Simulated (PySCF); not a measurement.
**`C#C[C@@H]1[CH2][GeH2][C@@H]1Br`, C5H7BrGe**

Cartesian coordinates in Å; atom numbers follow the order of the lines, from 1:
```xyz
14

C     2.234    1.529   -1.135
C     1.550    0.716   -0.583
C     0.658   -0.207    0.073
C    -0.376   -0.881   -0.860
Ge   -1.675   -0.932    0.649
C    -0.267    0.404    1.143
Br   -0.959    2.150    0.592
H     2.851    2.230   -1.613
H     1.251   -0.983    0.576
H    -0.020   -1.799   -1.323
H    -0.689   -0.195   -1.648
H    -3.073   -0.390    0.514
H    -1.678   -2.198    1.477
H     0.192    0.555    2.117
```

Computed with TDDFT PBE0/aug-cc-pVDZ circular dichroism and optical rotation, one conformer, gas phase (PySCF 2.14.0). Geometry: GFN2-xTB.

The calculation is non-relativistic, which matters for the atoms heavier than Zn. Singlets 10 and 11 lie within 0.01 eV of each other, so their separate moments and overlaps can depend on how they mix.

(1) Draw the ECD and absorption spectra from the lowest 16 states, each a Gaussian of half-width 0.2 eV at 1/e height.

Results:

(1) 
| E (eV) | λ (nm) | Δε (L mol⁻¹ cm⁻¹) | ε (L mol⁻¹ cm⁻¹) |
| --- | --- | --- | --- |
| 4.92 | 252 | 0.00 | 4.5 |
| 5.07 | 244 | +0.08 | 109 |
| 5.22 | 237 | +0.60 | 857 |
| 5.37 | 231 | +1.46 | 2190 |
| 5.52 | 224 | +0.41 | 1840 |
| 5.67 | 218 | -3.31 | 664 |
| 5.82 | 213 | -4.77 | 753 |
| 5.97 | 208 | -4.49 | 1920 |
| 6.12 | 202 | -5.60 | 3450 |
| 6.27 | 198 | +7.46 | 4560 |
| 6.42 | 193 | +24.47 | 5960 |
| 6.57 | 189 | +25.62 | 9350 |
| 6.72 | 184 | +26.51 | 11200 |
| 6.87 | 180 | +25.24 | 7790 |

Δε uses R in velocity form, ε uses f in length form. Only the states computed contribute, so the short-wavelength end is incomplete.

The sign of the CD band at 178 nm isn't settled: the length form gives the opposite one.
